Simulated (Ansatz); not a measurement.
One change: `[CH3][Al]([F])[CH2]O` becomes `[CH3][Al]([F])[CH2]F`.

Ansatz, PBE0-D4/def2-TZVP geometries, multiplicity 1. Each molecule was computed in one conformer, which needn't be the lowest.

```tsv
property	`[CH3][Al]([F])[CH2]O`
LUMO energy (B3LYP/def2-TZVPP) / eV	-0.75
HOMO–LUMO gap (PBE0/def2-TZVPP) / eV	6.55
size of the dipole moment (PBE/def2-TZVPP) / D	1.78
LUMO energy (PBE/def2-TZVPP) / eV	-1.26
HOMO energy (ωB97M-V/def2-TZVPP) / eV	-9.34
size of the dipole moment (ωB97M-V/def2-TZVPP) / D	1.76
```

What does the change do to each property? (Best estimate.)

Computed: 
| property | `[CH3][Al]([F])[CH2]F` | shift |
| --- | --- | --- |
| LUMO energy (B3LYP/def2-TZVPP) / eV | -0.85 | -0.10 |
| HOMO–LUMO gap (PBE0/def2-TZVPP) / eV | 7.27 | 0.72 |
| size of the dipole moment (PBE/def2-TZVPP) / D | 0.41 | -1.37 |
| LUMO energy (PBE/def2-TZVPP) / eV | -1.36 | -0.10 |
| HOMO energy (ωB97M-V/def2-TZVPP) / eV | -10.11 | -0.77 |
| size of the dipole moment (ωB97M-V/def2-TZVPP) / D | 0.37 | -1.39 |

With PBE0 the HOMO falls by 0.81 eV and the LUMO falls by 0.09 eV, so the gap widens by about 0.72 eV. PBE moves the HOMO by -0.83 eV and ωB97M-V by -0.77 eV. Dipoles are sizes alone; their direction can turn.

B3LYP here is the variant with VWN-RPA as its local correlation; programs differ in this.
